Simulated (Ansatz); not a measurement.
C₂H₄Se, SMILES `CC=[Se]`, relaxed with RKS PBE-D4/def2-SVP in Ansatz 0.2.0 from a rough embedded geometry. The force threshold is 0.03 eV/Å; the program also tests the step.

Charge 0, multiplicity 1.

Start:

```xyz
7

C     0.261   -0.696   -0.422
C    -0.100    0.578    0.094
Se   -0.714    2.674    0.963
H    -0.596   -1.318   -0.561
H     0.937   -1.280    0.290
H     0.820   -0.638   -1.414
H    -0.609    0.681    1.050
```

(1) How much energy does the relaxation release, and in how many steps? (Best estimate.)

(2) Which bonds change most? (An estimate is asked.)

(3) Give the relaxed structure. (An estimate is asked.)

Answers

(1) The calculation gave: 96.28 kcal/mol, in 9 steps, 1 of them rejected.

(2) Ansatz gave: C2–Se3 from 2.350 to 1.772 Å; C1–C2 from 1.422 to 1.489 Å; C1–H4 from 1.068 to 1.114 Å; C1–H6 from 1.139 to 1.106 Å.

(3) The calculation gave: 
```xyz
7

C     0.232   -0.537   -0.363
C    -0.304    0.558    0.492
Se   -0.230    2.295    0.147
H    -0.584   -1.246   -0.632
H     0.970   -1.143    0.211
H     0.708   -0.155   -1.286
H    -0.793    0.227    1.432
```
